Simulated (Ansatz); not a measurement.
A run for Ansatz (an electronic-structure program): R-r2SCAN/def2-TZVPPD on CHIO2 (a complex), monomers drawn apart or pushed together. Elements past Kr take the def2 small-core potentials; no spin–orbit coupling. Files ending in .json are basis or fitting sets from the Basis Set Exchange.

Ansatz 0.2 input:
```yaml
crystal:
  periodic: [false, false, false]
  atoms:
    - {symbol: O, position_ang: [0.84135829, -1.00494699, 0.23470781]}
    - {symbol: C, position_ang: [0.16523511, -0.10610626, -0.04979978]}
    - {symbol: O, position_ang: [-0.50926708, 0.78928589, -0.34431407]}
    - {symbol: I, position_ang: [-0.02105733, 0.65616397, 4.13563290]}
    - {symbol: H, position_ang: [0.92784420, -0.65108773, 4.15559954]}
basis:
  gaussian:
    orbitals: def2-TZVPPD.json
hamiltonian:
  xc: {name: r2SCAN}
scf: {lower_state_search: off}
```

The log:

```
WARN ansatz: RAYON_NUM_THREADS=1 ignored (pool sized by the plan → 1); use --threads N
Functional definition: r2SCAN
these checks for a lower state are left out or cut short: stability, starts, cluster_reference, orbital_swaps, neighbouring_geometries, increment
integrals: 0.09 GiB planned
1015 factors; their error is unknown
mean field: 0.69 GiB planned
mean field evaluation 1: about -13247.9111 eV, gradient 5.3e1 eV
mean field evaluation 2: about -13240.6803 eV, gradient 8.5e1 eV
mean field evaluation 4: about -13252.0233 eV, gradient 1.3e0 eV
mean field evaluation 8: about -13252.0283 eV, gradient 1.8e-1 eV
mean field evaluation 16: about -13252.0145 eV, gradient 3.0e-4 eV
mean field -13252.01446328 eV, -487.0025489874 hartree, gradient 3.3e-6 eV, S^2 0.000000; 0 other end points of the search recorded, 0 dependent functions left out
reference -13252.01448239 eV, -487.0025496899 hartree; 24, 24 occupied and 169, 169 virtual orbitals, 1015 factors
Total energy: -13252.01448239 eV, -487.0025496899 hartree
Checks for a lower state left out: stability, starts, cluster_reference, orbital_swaps, neighbouring_geometries, increment
```

The calculation finished and met its thresholds.

Cost: around 2.0 core-seconds (rough).
